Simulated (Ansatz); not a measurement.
Relative stability

The two ends of one reaction step of AlN2H9O, closed shell (PBE0-D4/def2-TZVP).

A:

```csv
atom,x (Å),y (Å),z (Å)
Al1,-1.1015,0.1874,-1.2004
O2,0.0330,-1.1492,-1.1837
H3,-0.5808,1.5210,-1.9205
H4,-2.6373,-0.2386,-1.3855
H5,0.0580,0.5083,1.0117
N6,-0.9293,0.7076,0.7372
H7,1.4903,-0.7779,0.1429
N8,1.7912,-0.2121,0.9405
H9,-0.1729,-1.9483,-1.6643
H10,-1.1228,1.6899,0.8983
H11,-1.5399,0.1673,1.3404
H12,2.1572,-0.8323,1.6517
H13,2.5546,0.3770,0.6317
```

B:

```
13
angstrom
Al -1.2251 0.2870 -1.0316
O 0.3441 -0.8143 -1.2338
H -1.0632 1.4328 -2.1332
H -2.3586 -0.8410 -1.1885
H 0.8273 0.2296 1.1595
N -0.9814 0.9272 0.6908
H 0.9853 -0.7655 -0.3965
N 1.6378 -0.3695 0.9166
H 0.1661 -1.7273 -1.4705
H -0.9745 1.9347 0.7863
H -1.6064 0.5707 1.4027
H 1.7750 -1.0627 1.6410
H 2.4736 0.1983 0.8571
```

Ansatz 0.2.0; basis: def2-TZVPP; cores frozen in the correlated methods. B3LYP uses VWN-RPA correlation.

(1) Which structure is lower at CCSD(T), and by how much? (An estimate is asked for; the value comes from the calculation.)

No T1 diagnostic of these runs exceeds 0.010.

## Answers

(1) By the calculation: A, by 0.713 eV (electronic energy, against the other). By their contacts, A is a complex of AlNH₆O ([NH3][AlH2][OH]) + NH₃ and B is a complex of AlNH₆O ([NH2][AlH2][OH2]) + NH₃.

All methods give the same order:

```json
{"method": "SPW92", "E(B) − E(A) (eV)": "0.434"}
{"method": "PBE-D4", "E(B) − E(A) (eV)": "0.582"}
{"method": "BLYP-D4", "E(B) − E(A) (eV)": "0.646"}
{"method": "r2SCAN-D4", "E(B) − E(A) (eV)": "0.638"}
{"method": "B97M-V", "E(B) − E(A) (eV)": "0.731"}
{"method": "PBE0-D4", "E(B) − E(A) (eV)": "0.634"}
{"method": "B3LYP-D4", "E(B) − E(A) (eV)": "0.680"}
{"method": "r2SCAN0-D4", "E(B) − E(A) (eV)": "0.666"}
{"method": "BHLYP-D4", "E(B) − E(A) (eV)": "0.746"}
{"method": "CAM-B3LYP-D4", "E(B) − E(A) (eV)": "0.682"}
{"method": "wB97X-V", "E(B) − E(A) (eV)": "0.699"}
{"method": "wB97M-V", "E(B) − E(A) (eV)": "0.685"}
{"method": "B2PLYP", "E(B) − E(A) (eV)": "0.703"}
{"method": "PBE-QIDH", "E(B) − E(A) (eV)": "0.681"}
{"method": "RPA on PBE", "E(B) − E(A) (eV)": "0.719"}
{"method": "HF", "E(B) − E(A) (eV)": "0.908"}
{"method": "MP2", "E(B) − E(A) (eV)": "0.696"}
{"method": "CCSD", "E(B) − E(A) (eV)": "0.748"}
{"method": "CCSD(T)", "E(B) − E(A) (eV)": "0.713"}
```

Labels in which every atom is bracketed show which atoms are joined, not bond orders.

For scale, one of the runs: CCSD(T)/def2-TZVPP, 261 basis functions, launched by `ansatz run in.yaml --threads 4 --pin off --events-out ev --progress --plain --max-ram 9574MiB`. The run took 2.4 min on 4 CPU threads of an Arm Neoverse V2 (shared host), with 6.3 GiB of host memory at its peak.
